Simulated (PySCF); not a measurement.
**Polarisability and C₆ of Xe (xenon, neutral)**

[Xe], closed-shell 1S. All numbers are calculated (PySCF 2.14, scalar relativity through the core potential, in def2-QZVPPD with the def2 core potential (28 electrons)). Coupled (time-dependent) response in atomic units; α is the mean over directions.

| method | mean α (bohr³) | C₆ (like pair) | S(−4) |
| --- | --- | --- | --- |
| UHF | 26.78 | 283.4 | 121.1 |
| PBE | 28.92 | 309.7 | 154.6 |
| PBE0 | 27.84 | 296.2 | 137.2 |
| r2SCANh | 27.64 | 302.1 | 126.4 |
| TPSSh | 28.01 | 300.4 | 138.2 |

S(−4) is the Cauchy moment in α(ω) = α(0) + S(−4) ω² + …

Reference α: 27.32 ± 0.2 bohr³ (recommended; Schwerdtfeger and Nagle, table of static dipole polarizabilities (2023 update)). Published C₆: 302.0 (Gould and Bucko (2016)).

α(iu) at r2SCANh:

```tsv
u (hartree)	α(iu) (bohr³)
0	27.64
0.0500	27.33
0.100	26.45
0.200	23.54
0.300	20.10
0.500	14.15
0.750	9.374
1.00	6.582
1.50	3.787
2.00	2.515
3.00	1.400
5.00	0.6460
```

Energies and moments cover only the electrons outside the core potential.
